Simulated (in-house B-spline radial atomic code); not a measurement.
Settings and results of a run for K V (K4+). Method: Dirac-Kohn-Sham CAM-B3LYP, spherical fractional occupations, exact exchange averaged over the configuration, Fermi nucleus of rms radius 3.4349 fm. Calculated with an all-electron radial atomic-structure program (B-spline basis).

Command:
```bash
python run_scf.py task.json out
```
Settings (nuclear radius in fm, mass in u):
```
Z                19
configuration    [Ne] 3s2 3p3
hamiltonian      dirac
method           camb3lyp
spin_polarised   False
nucleus          fermi
rms_radius       3.4349
atomic_mass      38.96371
speed_of_light   137.035999084
exact_exchange   averaged over the configuration
```

Output (hartree, bohr):
```
 radial grid: 67 intervals, B-splines of order 8, outer radius 14.6809 bohr

 iter        energy (Eh)    residual
    1        -594.706646    2.85e-01
    2        -596.738617    1.32e-01
    3        -596.931301    4.30e-02
    4        -596.954062    1.36e-02
    5        -596.956743    5.32e-03
    6        -596.957056    1.17e-04
    7        -596.957057    4.61e-06
    8        -596.957057    1.83e-07

 total energy                      -596.95706
 kinetic                             601.2020
 electron-nucleus                  -1387.7363
 Hartree                             221.1115
 exact exchange                       -6.9049
 exchange-correlation                -24.6293

 first-order corrections (not in the total)
   Gaunt                             0.1725
   retardation                      -0.0136
   frequency dependence             -0.0002
   self-energy                       0.1136
   Uehling                          -0.0081
   Wichmann-Kroll                    0.0000
   recoil                            0.0068

 orbital      occ     eigenvalue          <r>       <r^2>       <1/r>       r_max    small
 1s1/2      2.000      -132.9058    0.0810222  0.00883044     18.7191     0.05302  4.60e-03
 2s1/2      2.000       -15.7198      0.38604    0.176583     3.82024      0.3175  7.61e-04
 2p1/2      2.000       -13.0421     0.347423    0.149595     3.73783      0.2607  7.38e-04
 2p3/2      4.000       -12.9343     0.349851    0.151547     3.70264      0.2626  7.32e-04
 3s1/2      2.000        -3.4433      1.17096     1.56834     1.19406       1.034  1.62e-04
 3p1/2      1.000        -2.7772      1.23986     1.78263     1.09945       1.074  1.43e-04
 3p3/2      2.000        -2.7637      1.24526     1.79786     1.09313       1.079  1.42e-04
```

Time taken, with all properties: 3.1 s on 1 thread of Arm Neoverse N1, with other jobs on the host.

For the Dirac Hamiltonian the kinetic term is c α·p + (β - 1)c².
